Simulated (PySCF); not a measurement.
C4H10O2S.
Numbering: `[CH3:1][CH:2]([CH3:3])[S:4]([CH3:5])(=[O:6])=[O:7]` (hydrogens: H8, H9, H10 on C1; H11 on C2; H12, H13, H14 on C3; H15, H16, H17 on C5)

Cartesian coordinates in Å at the PBE0-D3(BJ)/def2-TZVP level; atoms count from 1:
```
atom  x, y, z in Å
C1    -1.6957    1.0525   -0.2471
C2    -0.6320    0.1131    0.2990
C3    -0.8805   -1.3342   -0.0812
S4     0.9517    0.6976   -0.3193
C5     2.1576   -0.3519    0.4455
O6     1.1559    2.0268    0.1942
O7     1.0006    0.4623   -1.7391
H8    -1.4870    2.0880    0.0209
H9    -1.7491    0.9773   -1.3348
H10   -2.6672    0.7731    0.1650
H11   -0.5557    0.2286    1.3850
H12   -0.8314   -1.4562   -1.1646
H13   -0.1638   -2.0162    0.3789
H14   -1.8775   -1.6299    0.2525
H15    2.0585   -0.2946    1.5287
H16    3.1209    0.0566    0.1390
H17    2.0533   -1.3722    0.0828
```

Level: wB97X-D/pcSseg-2 in PySCF, non-relativistic, on one gas-phase PBE0-D3(BJ)/def2-TZVP geometry that isn't relaxed in the solvent. The solvent is an IEF-PCM continuum (van der Waals radii × 1.2). Only the electrostatic response of the medium enters.

Gas phase at wB97X-D/pcSseg-2: HOMO -10.10 eV, LUMO 1.88 eV, dipole 4.67 D.

**Question.** What does the continuum do to the energy, the frontier levels and the dipole at wB97X-D/pcSseg-2 in chloroform?

**Answer.** 
```
   solvent      ε  E(solvent) − E(gas) (kJ/mol)  polarisation term (kJ/mol)  distortion of the solute (kJ/mol)  HOMO (eV)  LUMO (eV)  dipole (D)
chloroform  4.711                        -32.94                      -37.94                               5.00     -10.14       2.23        5.78
```

The first energy column is the sum of the next two and covers electrostatics alone.

**Question.** Which radius a makes the point-dipole formula ΔE = −[(ε − 1)/(2ε + 1)]·μ²/a³ give the value in chloroform, with the gas-phase dipole?

**Answer.** μ = 1.837 au and |ΔE| = 0.01255 Eh give a = 2.42 Å; the farthest nucleus lies 3.13 Å from the centroid of the nuclei, so such a sphere wouldn't even hold the nuclei. The formula assumes a rigid point dipole at the centre of a sphere.

**Question.** Give the dipole vector in the frame of the coordinates (D, pointing from negative to positive charge), gas and chloroform.

**Answer.** Gas (-1.18, -3.54, 2.80), solvent (-1.37, -4.38, 3.52). Its length changes by +24 % and its direction by 1°.

Time: 3.1 min wall, 6.2 min CPU; peak memory 2.7 GiB. Hardware: 2 threads, Intel Xeon at 2.50 GHz (x86_64) (shared host). This is the whole shielding run at wB97X-D/pcSseg-2 in chloroform, SCF included.

Note: wB97X-D ran without an empirical dispersion term, which enters the total energy and its gradient alone.
